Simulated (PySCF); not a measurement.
Two species compared at the same levels of theory.

First species: C5H9NSSi.
Cartesian coordinates in Å at the GFN2-xTB level; atoms count from 1:
```
atom  x, y, z in Å
Si1   -1.8166    0.7255   -0.6256
C2    -1.5441   -1.0129    0.1202
C3    -0.5632   -1.0205    1.2874
C4     0.7004   -0.3560    0.8983
N5     0.7672    0.5415   -0.0170
C6     2.0182    1.0284   -0.1869
C7     2.9559    0.4843    0.6273
S8     2.2387   -0.6959    1.6595
H9    -1.5990    1.7668    0.3752
H10   -3.2543    0.7677   -0.9609
H11   -1.0907    0.9230   -1.8737
H12   -1.1725   -1.6845   -0.6535
H13   -2.4903   -1.4278    0.4660
H14   -0.3555   -2.0369    1.6358
H15   -0.9944   -0.4691    2.1303
H16    2.1886    1.7861   -0.9295
H17    4.0047    0.6924    0.6866
```

Second species: C5H9NSSi.
Numbering: `[CH3:1][c:2]1[s:3][cH:4][cH:5][c:6]1[NH:7][SiH3:8]` (hydrogens: H9, H10, H11 on C1; H12 on C4; H13 on C5; H14 on N7; H15, H16, H17 on Si8)

Structure used (GFN2-xTB), in Å, numbered top down from 1:
```
atom  x, y, z in Å
C1    -2.3377   -0.6967    0.8514
C2    -1.3622    0.3587    0.4506
S3    -1.8749    1.9998    0.2084
C4    -0.2769    2.4853   -0.1953
C5     0.5971    1.4526   -0.1454
C6    -0.0171    0.2250    0.2262
N7     0.6697   -0.9676    0.3460
Si8    2.3556   -1.2438    0.1004
H9    -2.0568   -1.1473    1.8054
H10   -3.3290   -0.2639    0.9570
H11   -2.3879   -1.4890    0.1018
H12   -0.0869    3.5096   -0.4463
H13    1.6457    1.5398   -0.3627
H14    0.0725   -1.7320    0.6183
H15    2.7337   -0.9144   -1.2782
H16    2.4979   -2.6717    0.3733
H17    3.1503   -0.4326    1.0288
```

Levels: CAM-B3LYP/def2-SVPD for dipole moment, HOMO energy, LUMO energy, HOMO–LUMO gap, static isotropic polarisability and electronic spatial extent ⟨r²⟩ about the centre of nuclear charge; TDDFT CAM-B3LYP/def2-SVPD for lowest singlet excitation; TDA CAM-B3LYP/def2-SVPD for lowest triplet excitation (Tamm–Dancoff); GFN2-xTB for rotational constant A and rotational constant C. Geometries: GFN2-xTB. Each structure is a single optimised conformer of the isolated species, non-relativistic unless stated. Electronic properties by PySCF.

Dipoles, sizes and rotational constants follow the conformer. The torsions of the flexible species, by atom-mapped SMILES:
- `[SiH3:1][CH2:2][CH2:3][c:4]1[n:5][cH:6][cH:7][s:8]1`: Si1–C2–C3–C4 -52°, C2–C3–C4–N5 26°
- `[CH3:1][c:2]1[s:3][cH:4][cH:5][c:6]1[NH:7][SiH3:8]`: C5–C6–N7–Si8 1°

```
                                                         property    column X    column Y
                                                    dipole moment      1.27 D      2.54 D
                                                      HOMO energy    -6.87 eV    -8.48 eV
                                                      LUMO energy     0.87 eV     0.15 eV
                                                    HOMO–LUMO gap     7.74 eV     8.63 eV
                                        lowest singlet excitation     4.93 eV     5.52 eV
                         lowest triplet excitation (Tamm–Dancoff)     3.40 eV     3.80 eV
                                  static isotropic polarisability    110.9 au    107.2 au
electronic spatial extent ⟨r²⟩ about the centre of nuclear charge  1595 bohr²  1489 bohr²
                                            rotational constant A   2.887 GHz   3.147 GHz
                                            rotational constant C   0.701 GHz   0.766 GHz
```

Task: Which column belongs to which species?

Result: Column X is the second species and column Y the first. The first has 17 atoms and 76 electrons, the second 17 and 76.

Task: How does each property change from the first species to the second?

Result: dipole moment -1.27 D; HOMO energy +1.61 eV; LUMO energy +0.72 eV; HOMO–LUMO gap -0.89 eV; lowest singlet excitation -0.59 eV; lowest triplet excitation (Tamm–Dancoff) -0.40 eV; static isotropic polarisability +3.7 au; electronic spatial extent ⟨r²⟩ about the centre of nuclear charge +106 bohr²; rotational constant A -0.260 GHz; rotational constant C -0.065 GHz.

On the first: The dipole equals about 8.5 × 10⁻³⁰ C·m (1 D = 3.33564 × 10⁻³⁰ C·m). No computed singlet falls in the visible range (750 to 380 nm, 1.65 to 3.26 eV); S1 lies 2.26 eV above its blue end.

On the second: The dipole equals about 4.2 × 10⁻³⁰ C·m (1 D = 3.33564 × 10⁻³⁰ C·m). The principal polarisabilities are 76.9, 114.8 and 140.8 au; their mean is the isotropic value.
